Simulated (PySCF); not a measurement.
C₂H₅BrS₂Si.
Structure used (PBE0-D3(BJ)/def2-SVP), in Å, numbered top down from 1:
```xyz
11
C2H5BrS2Si angstrom
Br     3.0775    0.0376    1.6540
Si     1.3245    1.0286    0.6963
S      0.8844    0.3339   -1.2712
C     -0.3785   -0.8612   -0.6921
C     -1.3356   -0.2104    0.2834
S     -0.4679    0.4983    1.7373
H      1.6497    2.4764    0.6828
H     -0.9127   -1.1955   -1.5949
H      0.1204   -1.7335   -0.2425
H     -2.0383   -0.9551    0.6889
H     -1.9126    0.5863   -0.2090
```

The calculation used PySCF, PBE0-D3(BJ)/def2-SVP geometry optimisation, gas phase.

Take the most abundant isotopes and a rigid rotor. The values belong to one conformer with, in the numbering `[Br:1][SiH:2]1[S:3][CH2:4][CH2:5][S:6]1`, Br1–Si2–S3–C4 96°, Si2–S3–C4–C5 48°, S3–C4–C5–S6 -58°, C4–C5–S6–Si2 32°.

**Question.** What are A, B and C (MHz)?

**Answer.** Ia = 240.39, Ib = 624.32, Ic = 761.51 u·Å²; 505379 MHz·u·Å²/I gives A = 2102, B = 809.5, C = 663.6 MHz.

**Question.** What kind of rotor is it?

**Answer.** An asymmetric top. Ray's parameter κ = (2B − A − C)/(A − C) = -0.797; −1 is the prolate and +1 the oblate limit.

**Question.** Is it planar, by Δ = Ic − Ia − Ib?

**Answer.** Not planar: Δ = Ic − Ia − Ib = -103.19 u·Å². For a rigid frame Δ = −2 Σ m c², so Σ m c² = 51.60 u·Å² lies off the ab plane: 12.10 from hydrogen and 39.50 from heavier atoms. The atom farthest from that plane is 2.26 Å away.

**Question.** Give the other two planar moments, Paa and Pbb, and the rms extents of the mass along the axes.

**Answer.** Paa = Σ m a² = (Ib + Ic − Ia)/2 = 572.72 and Pbb = Σ m b² = (Ia + Ic − Ib)/2 = 188.79 u·Å². With the mass M = 199.88 u, the rms extents √(P/M) along a, b and c are 1.69, 0.97, 0.51 Å.

**Question.** List the rotational levels J(Ka,Kc) to J = 3 (MHz).

**Answer.** Above 0(0,0):
J = 1: 1(0,1) 1473, 1(1,1) 2766, 1(1,0) 2912
J = 2: 2(0,2) 4408, 2(1,2) 5566, 2(1,1) 6004, 2(2,1) 9883, 2(2,0) 9894
J = 3: 3(0,3) 8781, 3(1,3) 9760, 3(1,2) 10635, 3(2,2) 14302, 3(2,1) 14360, 3(3,1) 21138, 3(3,0) 21138

**Question.** Predict some low-J microwave lines.

**Answer.** The dipole components are |μa| = 2.48 D, |μb| = 0.09 D, |μc| = 0.69 D. The squared components, which scale the intensities, stand as 1.00 : 0.00 : 0.08 (a : b : c). Some lines, for components of 0.1 D or more:

| type | branch | J(Ka,Kc) | MHz | lower level (cm⁻¹) |
| --- | --- | --- | --- | --- |
| a | Q | 2(1,1) ← 2(1,2) | 438 | 0.186 |
| c | Q | 5(1,5) ← 5(0,5) | 582 | 0.724 |
| c | Q | 3(1,3) ← 3(0,3) | 979 | 0.293 |
| c | Q | 2(1,2) ← 2(0,2) | 1159 | 0.147 |
| c | Q | 3(2,2) ← 3(1,2) | 3667 | 0.355 |
| a | R | 3(2,1) ← 2(2,0) | 4466 | 0.330 |
| a | R | 4(3,2) ← 3(3,1) | 5914 | 0.705 |
| a | R | 4(2,2) ← 3(2,1) | 5996 | 0.479 |
| a | R | 4(1,3) ← 3(1,2) | 6159 | 0.355 |
| c | Q | 3(3,1) ← 3(2,1) | 6778 | 0.479 |
| a | R | 5(2,4) ← 4(2,3) | 7340 | 0.673 |
| c | R | 3(2,1) ← 2(1,1) | 8356 | 0.200 |
| c | R | 3(2,2) ← 2(1,2) | 8736 | 0.186 |
| c | Q | 4(4,1) ← 4(3,1) | 9537 | 0.902 |
| c | R | 4(3,2) ← 3(2,2) | 12750 | 0.477 |
| c | R | 5(3,2) ← 4(2,2) | 14113 | 0.679 |

PBE0-D3(BJ)/def2-SVP frequencies: not computed here. These are rigid-rotor constants of the computed structure; measured ground-state constants (B0) also hold zero-point vibration. Quadrupole hyperfine structure (79Br) is left out.
